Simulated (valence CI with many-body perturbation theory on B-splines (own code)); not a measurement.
# Energy levels of Hf59+

Calculated by valence CI with perturbative core correlation (CI+MBPT): three valence electrons over a frozen Dirac-Fock core [Ne], a basis of 9 s, 9 p, 8 d, 6 f, 3 g, 1 h functions for each j, with the one-electron correlation potential Σ1, the two-electron term Σ2, the three-electron term Σ3, Breit, model QED; selected CI, second order for the rest, scaled by the run's own slope (own B-spline code, finite nucleus).

The last digits are not significant, and no measured levels were compared; by estimate large intervals hold to a few tenths of a per cent, small ones and those within an open d or f shell to about a per cent.

Levels 1 to 34 of 34, with energies above the lowest level, (3s^2 3p1/2) J=1/2. "Leading %" is the weight of the configuration and term that name the level; weights of strongly mixed levels are sums over their largest components and can fall short, so below about 35 % the name and the second component can differ from the true leading terms, or belong to a minority configuration. In the jj column 3d3/2^4 stands for four electrons in 3d with j = 3/2.

```
No.  Configuration  Term    J  E (eV)  Leading %      g              Leading jj
  1          3s²3p   ²P°  1/2     0.0        100  0.648      3s^2 3p1/2 (100 %)
  2          3s3p²    ⁴P  1/2   160.2         53  2.118       3s 3p1/2^2 (99 %)
  3          3s²3p   ²P°  3/2   319.1         99  1.321       3s^2 3p3/2 (99 %)
  4          3s3p²    ⁴P  3/2   450.2         89  1.631   3s 3p1/2 3p3/2 (99 %)
  5          3s3p²    ²D  5/2   467.6         61  1.337   3s 3p1/2 3p3/2 (98 %)
  6          3s3p²    ²D  3/2   488.3         51  0.966   3s 3p1/2 3p3/2 (81 %)
  7          3s3p²    ²P  1/2   497.9         69  1.257   3s 3p1/2 3p3/2 (98 %)
  8          3s²3d    ²D  3/2   544.6         81  0.827       3s^2 3d3/2 (81 %)
  9          3s²3d    ²D  5/2   608.6         97  1.198       3s^2 3d5/2 (97 %)
 10            3p³   ²P°  3/2   645.7         29  1.090    3p1/2^2 3p3/2 (60 %)
 11         3s3p3d   ⁴F°  3/2   659.0         60  0.695   3s 3p1/2 3d3/2 (73 %)
 12         3s3p3d   ⁴F°  5/2   671.1         44  1.022   3s 3p1/2 3d3/2 (98 %)
 13         3s3p3d   ⁴D°  1/2   696.6         58  0.395   3s 3p1/2 3d3/2 (99 %)
 14         3s3p3d   ⁴D°  3/2   702.6         34  1.285   3s 3p1/2 3d3/2 (86 %)
 15         3s3p3d   ⁴P°  5/2   743.6         38  1.350   3s 3p1/2 3d5/2 (99 %)
 16         3s3p3d   ⁴F°  7/2   757.0         43  1.238   3s 3p1/2 3d5/2 (98 %)
 17         3s3p3d   ²F°  5/2   767.1         51  1.036   3s 3p1/2 3d5/2 (98 %)
 18         3s3p3d   ²D°  3/2   772.0         37  1.109   3s 3p1/2 3d5/2 (90 %)
 19          3s3p²    ⁴P  5/2   781.2         60  1.427       3s 3p3/2^2 (98 %)
 20          3s3p²    ²S  1/2   817.1         68  1.919       3s 3p3/2^2 (99 %)
 21          3s3p²    ²P  3/2   823.7         61  1.191       3s 3p3/2^2 (98 %)
 22          3p²3d    ²D  3/2   851.0         40  0.775    3p1/2^2 3d3/2 (98 %)
 23          3p²3d    ²D  5/2   937.3         33  1.192    3p1/2^2 3d5/2 (98 %)
 24            3p³   ²D°  5/2   958.3         69  1.170    3p1/2 3p3/2^2 (69 %)
 25            3p³   ⁴S°  3/2   962.8         49  1.417    3p1/2 3p3/2^2 (92 %)
 26            3p³   ²P°  1/2   979.1         81  0.725    3p1/2 3p3/2^2 (81 %)
 27         3s3p3d   ⁴D°  3/2   990.7         43  1.290   3s 3p3/2 3d3/2 (97 %)
 28         3s3p3d   ⁴P°  1/2   992.3         80  2.162   3s 3p3/2 3d3/2 (96 %)
 29         3s3p3d   ⁴D°  5/2   994.3         41  1.224   3s 3p3/2 3d3/2 (79 %)
 30         3s3p3d   ⁴F°  7/2   997.3         42  1.233   3s 3p3/2 3d3/2 (93 %)
 31         3s3p3d   ²D°  3/2  1023.9         61  0.983   3s 3p3/2 3d3/2 (87 %)
 32         3s3p3d   ²F°  5/2  1037.0         67  0.959   3s 3p3/2 3d3/2 (91 %)
 33         3s3p3d   ²P°  1/2  1042.0         65  0.609   3s 3p3/2 3d3/2 (86 %)
 34         3s3p3d   ⁴F°  9/2  1043.2        100  1.321  3s 3p3/2 3d5/2 (100 %)
```

The ionisation energy to 3s² ¹S0 of the next ion comes out as 6284.9 eV (NIST: 6284 ± 7 eV (theoretical)). All 34 levels together are meant to be complete up to 1064.8 eV.
